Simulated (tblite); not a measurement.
Compound: C7H5N2O (doublet state).
Cartesian coordinates in Å at the GFN2-xTB level; atoms count from 1:
```
atom  x, y, z in Å
C1    -0.5375    2.4618   -0.6704
C2    -0.3500    1.1083   -0.4986
C3    -1.4816    0.2589   -0.3467
C4    -2.3836   -0.5396   -0.2173
C5    -3.4306   -1.3969   -0.0699
N6    -4.3154   -2.1169    0.0674
N7     0.8714    0.6159   -0.3801
C8     1.2852   -0.6594   -0.5185
C9     2.4798   -1.0212    0.3159
O10    0.7754   -1.3811   -1.3608
H11   -1.5220    2.8935   -0.6766
H12    0.3170    3.1076   -0.7612
H13    3.1939   -0.2027    0.3167
H14    2.9388   -1.9273   -0.0684
H15    2.1548   -1.1929    1.3410
```

Computed values, GFN2-xTB/tblite, gas phase, harmonic and unscaled. Against measured fundamentals such values can be off by several per cent, at times by over 20. One conformer, not necessarily the lowest. Open shells enter through the occupations alone, without spin polarisation, and single modes of such species can be off by tens of per cent. The optimisation stopped once no atom felt more than 0.01 eV/Å.

Lowest wavenumbers of the output (negative numbers stand for imaginary wavenumbers):
```
mode    cm-1
  1     -37.0
  2      45.3
  3      47.2
  4     104.4
  5     112.3
  6     134.6
  7     196.0
  8     235.9
  9     319.8
 10     365.7
```

**Question.** Is this structure a minimum?

**Answer.** Not by this Hessian. 1 mode is imaginary beyond 20i (37i cm⁻¹), so at this level the point lies at or near a first-order saddle. The curvature is small, so loose convergence or finite differences may be the whole cause.

**Question.** Which atoms move in the imaginary mode?

**Answer.** 37i: H15 (hydrogen on carbon) 37 %, H13 (hydrogen on carbon) 34 %, H14 (hydrogen on carbon) 27 %. These are shares of the mass-weighted motion.

**Question.** What is the remedy?

**Answer.** Step along that mode in both directions, optimise again with tighter thresholds and repeat the frequencies. The zero-point energy of this point (61.5 kcal/mol) counts the 38 real modes alone, and thermal corrections from it aren't those of a minimum.

Time: 0.55 s. Hardware: one thread, Arm Neoverse V1 (aarch64), shared host with 32 logical CPUs at a one-minute load of 22. The figure is for the frequency step alone.
